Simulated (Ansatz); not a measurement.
The same path of Cl₃FH₃OSTa (10 atoms, charge 0, multiplicity 1) was run twice with different band settings. Lost on the way: S8–H10. Made: O2–H10.

These are results of RKS PBE/def2-SVP in Ansatz 0.2.0, not measurements.

Relaxed end points:

```xyz
10
Properties=species:S:1:pos:R:3
Ta 0.002 -0.048 -0.149
O 1.863 0.425 -0.047
H 2.493 0.251 0.676
F 0.330 -0.947 1.514
Cl 0.030 0.334 -2.465
Cl -0.943 1.911 0.600
Cl -1.978 -1.352 -0.269
S 0.983 -2.570 -1.100
H 1.088 -3.172 0.119
H 2.319 -2.292 -1.137
```

```xyz
10
Properties=species:S:1:pos:R:3
Ta -0.181 -0.576 -0.296
O 2.081 -0.046 -0.260
H 2.379 0.564 0.444
F 0.227 -1.337 1.408
Cl -0.132 0.104 -2.533
Cl -0.118 1.614 0.610
Cl -2.430 -1.025 -0.178
S 0.808 -2.640 -1.183
H 0.887 -3.286 0.018
H 2.666 -0.831 -0.289
```

Common settings: spring 5.0 eV/Å²; optimiser quadratic models (default); start path through a guess of the saddle point; force threshold 0.03 eV/Å; iteration limit 60; end points relaxed.

| run | movable images | climbing image |
| --- | --- | --- |
| 1 | 9 | yes |
| 2 | 4 | no |

(1) What does each run give, and how far can it be trusted?

## Answers

(1) Run 1: converged after 18 iterations, highest image 0.531 eV above the first end. A vibrational analysis at the climbing image gives one clearly imaginary mode, 872i cm⁻¹: a first-order saddle point.
Run 2: converged after 14 iterations, highest image 0.341 eV above the first end. No image climbed, so the highest image needn't sit at the top of the path. A band with more images between the same ends climbed to 0.53 eV, so this one has probably stepped over the top.
The orbitals stay closed-shell, which can raise the energy where a bond breaks towards radicals; this wasn't checked here.
